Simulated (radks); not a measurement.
Q: These are the eigenvalues of the occupied orbitals of an atom or ion with whole-number occupations (eV). Method: Dirac Kohn-Sham, PBE, spin-unpolarised, spherical densities, point nucleus; computed with a radial shooting solver on a logarithmic mesh with Libxc functionals.

orbital  eigenvalue
1s1/2     -14906.17
2s1/2     -2608.902
2p1/2     -2433.730
2p3/2     -2379.259
3s1/2     -883.1556
3p1/2     -822.6819
3p3/2     -811.2822

Which element is it, and in what charge state? The configuration may be excited. Open shells, if any, are shared by 2j + 1.

A: Z = 36, krypton, charge +19: Kr19+ in [Ne] 3s2 3p5. The list shows which subshells hold electrons but not how many an open one holds; the 1s level, -547.79 hartree, gives Z - s = 33.1 by -(Z - s)^2/2, which with screening and relativity narrows Z to a few neighbours, and the depths of the outer levels then fix element, charge and occupations together.
